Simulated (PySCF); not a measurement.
SrF2, SMILES [F][Sr][F]. Atoms are numbered in the order given.

```xyz
3

Sr     0.0000     0.0000    -0.2918
F      0.0000    -1.9366     0.6161
F      0.0000     1.9366     0.6161
```

Geometry optimised at B3LYP-D3(BJ)/def2-TZVP. The isomer is the one that the SMILES or the coordinates give; other isomers of the formula were not compared. The def2 effective core potentials stand for the cores of Sr; spin–orbit coupling is left out.

Method: PySCF with PBE/def2-TZVPD.

The molecule is in vacuum.

| Item | Result |
|---|---|
| total energy | -230.45495 hartree |
| point group | C2v |
| highest occupied level | -6.64 eV |
| lowest empty level | -2.33 eV |
| orbital gap | 4.31 eV |
| dipole moment | 5.99 D |
| quadrupole, principal values (traceless, Buckingham form, about the centre of nuclear charge) | -24.74, 10.83, 13.91 D·Å |
| mean static polarisability | 29.9 bohr³ (4.43 Å³) |
| polarisability, principal values | 23.4, 26.2, 40.1 bohr³ |
